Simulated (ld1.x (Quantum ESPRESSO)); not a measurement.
## Before and after: PAW potential for In (Z = 49)

ld1.x (Quantum ESPRESSO) 7.5 input, shortened:

```
&input
   title='In', zed=49., rel=1, dft='PBE', iswitch=3,
   config='[Kr] 4d10 5s2 5p1'
 /
 &inputp
   pseudotype=3, lpaw=.true., tm=.true., lloc=-2, rcloc=1.35,
   nlcc=.true., new_core_ps=.true., rcore=1.55,
   which_augfun='BG', rmatch_augfun=1.20
 /
6
5S  1  0   2.00   0.00  1.95  2.20  0.0
5S  1  0   0.00   0.35  1.95  2.20  0.0
5P  2  1   1.00   0.00  1.95  2.30  0.0
5P  2  1   0.00   0.35  1.95  2.30  0.0
4D  3  2  10.00   0.00  1.25  1.70  0.0
4D  3  2   0.00  -0.30  1.25  1.70  0.0
 &test
   configts(1)='4d10 5s2 5p1'
 /
```

All-electron outer shells of the reference configuration (PBE, scalar-relativistic, ld1.x):

```json
{"shell": "4s", "level (eV)": "-119.66", "outermost node (bohr)": "0.41", "outermost maximum (bohr)": "0.77"}
{"shell": "4p", "level (eV)": "-78.13", "outermost node (bohr)": "0.42", "outermost maximum (bohr)": "0.82"}
{"shell": "4d", "level (eV)": "-18.62", "outermost node (bohr)": "0.40", "outermost maximum (bohr)": "0.94"}
{"shell": "5s", "level (eV)": "-8.21", "outermost node (bohr)": "1.02", "outermost maximum (bohr)": "2.16"}
{"shell": "5p", "level (eV)": "-2.52", "outermost node (bohr)": "1.14", "outermost maximum (bohr)": "2.85"}
```

Change: all radii but the core radius scaled by about 1.30 (s 2.86, p 2.98, d 2.20 bohr, rcut 2.54/2.54/1.62); local potential all-electron potential smoothed inside 1.76 bohr (lloc = -2); augmentation BG, radius 1.56 bohr.

Cutoffs: the cutoffs (Ry, on a coarse ladder) from which the occupation-weighted sum of valence levels, in a spherical-Bessel basis at the reference potential, stays within 10 and 1 mRy of its value at 400 Ry; they do not see the model core or the augmentation charge, which bear on the density cutoff. Errors are all-electron minus pseudo energies relative to the spin-unpolarised reference configuration.

Problem. How do hardness, ghosts and transferability respond?

Solution. The potential gets softer (40 Ry and 70 Ry → 25 Ry and 40 Ry); the number of tests that count goes from 7 to 6; of the 6 tests that both files solve, the error grows in 3 and shrinks in 0 by more than 15 % and 0.3 meV (median size 3.3 → 9.7 meV); neither file shows a bound ghost at the reference potential, the only one tested. A larger radius leaves more room for a smooth pseudo-wave, so fewer plane waves are needed. More of the atom is replaced by a form fitted at one configuration, so other configurations suffer.

```csv
quantity,base,changed
"cutoff, loose",40 Ry,25 Ry
"cutoff, tight",70 Ry,40 Ry
loose cutoff by channel (10 mRy a level),"s 6 Ry, p 6 Ry, d 35 Ry","s 6 Ry, p 6 Ry, d 18 Ry"
bound ghosts,none,none
"tests counted (converged, no solver errors)",7 of 7,6 of 7
"error for 4d10 5s2 5p0, meV [ΔE 5.36 eV]",-1.4,-1.4
"error for 4d10 5s1 5p0, meV [ΔE 24.60 eV]",+8.6,+55
"error for 4d10 5s0 5p0, meV [ΔE 52.92 eV]",-8.7,+9.1
"error for 4d10 5s1 5p2, meV [ΔE 5.84 eV]",+5.1,+28
"error for 4d10 5s2 5p1.3, meV [ΔE -0.53 eV]",0.0,0.0
"error for 4d10 5s0 5p3, meV [ΔE 11.95 eV]",+0.7,+10
lowest overlap eigenvalue by channel,"s 0.36, p 0.53, d 0.94","s 0.31, p 0.57, d 0.10"
```

Base: ld1.x warns that Blöchl-style (BG) augmentation functions are not a good idea. Changed file: Tests not counted: 4d9 5s0 5p0 (solver errors, printed error -882 eV). ld1.x warns that Blöchl-style (BG) augmentation functions are not a good idea.
